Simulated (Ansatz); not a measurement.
Ansatz (an electronic-structure program) input (HF/6-31G* with LANL2DZ past Ar): The .json file joins the Basis Set Exchange's 6-31G* for atoms up to Ar and LANL2DZ past it.

Ansatz 0.2 input:
```yaml
crystal:
  periodic: [false, false, false]
  atoms:
    - {symbol: Hf, position_ang: [-0.00000000, -0.00000000, -0.17080104]}
    - {symbol: O, position_ang: [0.00000000, 0.00000000, 1.53720939]}
basis:
  gaussian:
    orbitals: 6-31Gs+LANL2DZ.json
hamiltonian:
  xc: {name: HF}
phonons: {temperatures: {t_min: 298.15, t_max: 298.15, t_step: 100}}
```

Which harmonic wavenumbers does it give?

1064 cm⁻¹ (unscaled; negative means imaginary).
